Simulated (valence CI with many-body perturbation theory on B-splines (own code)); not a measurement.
Energy levels of Sr XVII

Calculated by relativistic CI+MBPT: four valence electrons over a frozen Dirac-Fock core [Ar], radial functions for each j: 7 s, 7 p, 8 d, 6 f, 4 g, 1 h, with the one-electron correlation potential Σ1 (screened to all orders), the two-electron term Σ2, the three-electron term Σ3, Breit, model QED; selected single and double excitations, second order for the rest, scaled by the run's own slope (own B-spline code, finite nucleus).

No measured levels were compared; by estimate terms of the open shell hold to 2 to 4 % of their energy, and close levels can change places. Only levels of the ground parity were solved; by the run's estimate the other parity begins above the list, which can be wrong where configurations are misplaced.

Levels 1 to 34 of 34, with energies above the lowest level, 3d⁴ ⁵D_0. "Leading %" is the weight of the configuration and term that name the level; weights of strongly mixed levels are sums over their largest components and can fall short. In the jj column 3d3/2^4 stands for four electrons in 3d with j = 3/2.

```csv
No.,Configuration,Term,J,E (cm⁻¹),Leading %,Leading jj,Second component,g
1,3d⁴,⁵D,0,0,90,3d3/2^2 3d5/2^2 (49 %),10 % 3d⁴ ³P,
2,3d⁴,⁵D,1,3981,95,3d3/2^3 3d5/2 (70 %),5 % 3d⁴ ³P,1.498
3,3d⁴,⁵D,2,9243,98,3d3/2^2 3d5/2^2 (66 %),,1.494
4,3d⁴,⁵D,3,14809,97,3d3/2^2 3d5/2^2 (51 %),,1.490
5,3d⁴,⁵D,4,20309,94,3d3/2^2 3d5/2^2 (41 %),6 % 3d⁴ ³F,1.483
6,3d⁴,³P,0,55072,80,3d3/2^4 (46 %),10 % 3d⁴ ¹S,
7,3d⁴,³H,4,61832,66,3d3/2^3 3d5/2 (69 %),14 % 3d⁴ ³G,0.904
8,3d⁴,³P,1,69860,92,3d3/2^2 3d5/2^2 (45 %),4 % 3d⁴ ⁵D,1.462
9,3d⁴,³H,5,70239,85,3d3/2^2 3d5/2^2 (94 %),15 % 3d⁴ ³G,1.057
10,3d⁴,³G,3,72292,50,3d3/2^2 3d5/2^2 (55 %),47 % 3d⁴ ³F,0.919
11,3d⁴,³F,2,74543,91,3d3/2^2 3d5/2^2 (54 %),6 % 3d⁴ ¹D,0.699
12,3d⁴,³H,6,74918,90,3d3/2^2 3d5/2^2 (71 %),10 % 3d⁴ ¹I,1.149
13,3d⁴,³F,4,79371,52,3d3/2 3d5/2^3 (44 %),27 % 3d⁴ ³H,1.101
14,3d⁴,³P,2,85916,81,3d3/2^2 3d5/2^2 (53 %),18 % 3d⁴ ³D,1.434
15,3d⁴,³G,4,87792,59,3d3/2^2 3d5/2^2 (81 %),24 % 3d⁴ ¹G,1.072
16,3d⁴,³F,3,89211,52,3d3/2 3d5/2^3 (68 %),46 % 3d⁴ ³G,0.929
17,3d⁴,³G,5,95045,85,3d3/2 3d5/2^3 (94 %),15 % 3d⁴ ³H,1.173
18,3d⁴,³D,3,101160,92,3d3/2^2 3d5/2^2 (39 %),,1.309
19,3d⁴,³D,2,104220,66,3d3/2 3d5/2^3 (37 %),15 % 3d⁴ ³P,1.171
20,3d⁴,¹I,6,106270,90,3d3/2 3d5/2^3 (71 %),10 % 3d⁴ ³H,1.014
21,3d⁴,³D,1,107850,96,3d3/2 3d5/2^3 (63 %),,0.541
22,3d⁴,¹G,4,115530,66,3d5/2^4 (56 %),18 % 3d⁴ ³F,1.034
23,3d⁴,¹S,0,120040,87,3d3/2 3d5/2^3 (68 %),12 % 3d⁴ ³P,
24,3d⁴,¹D,2,131760,73,3d3/2^2 3d5/2^2 (48 %),11 % 3d⁴ ³D,1.033
25,3d⁴,¹F,3,142190,84,3d3/2 3d5/2^3 (61 %),8 % 3d⁴ ³F,1.019
26,3d⁴,³P,2,161530,93,3d3/2^2 3d5/2^2 (57 %),4 % 3d⁴ ¹D,1.459
27,3d⁴,³F,4,165900,92,3d3/2^2 3d5/2^2 (75 %),7 % 3d⁴ ¹G,1.230
28,3d⁴,³F,2,169160,92,3d3/2^2 3d5/2^2 (48 %),5 % 3d⁴ ¹D,0.699
29,3d⁴,³F,3,171430,89,3d3/2 3d5/2^3 (90 %),10 % 3d⁴ ¹F,1.075
30,3d⁴,³P,1,174910,99,3d3/2 3d5/2^3 (88 %),,1.494
31,3d⁴,³P,0,181480,97,3d5/2^4 (56 %),,
32,3d⁴,¹G,4,189770,93,3d3/2 3d5/2^3 (72 %),6 % 3d⁴ ³F,1.014
33,3d⁴,¹D,2,244460,99,3d3/2^2 3d5/2^2 (54 %),,0.998
34,3d⁴,¹S,0,313470,98,3d3/2^2 3d5/2^2 (61 %),,
```

Names give the largest LS component (configuration and term), which can be under half, so a name can repeat, a term be missing and a line seem to break the LS rules; names also repeat where a configuration has a term twice.

The ionisation energy to 3d³ ⁴F3/2 of the next ion comes out as 611.95 eV (NIST: 612 ± 3 eV (theoretical)). All 34 levels together are meant to be complete up to 326020 cm⁻¹.
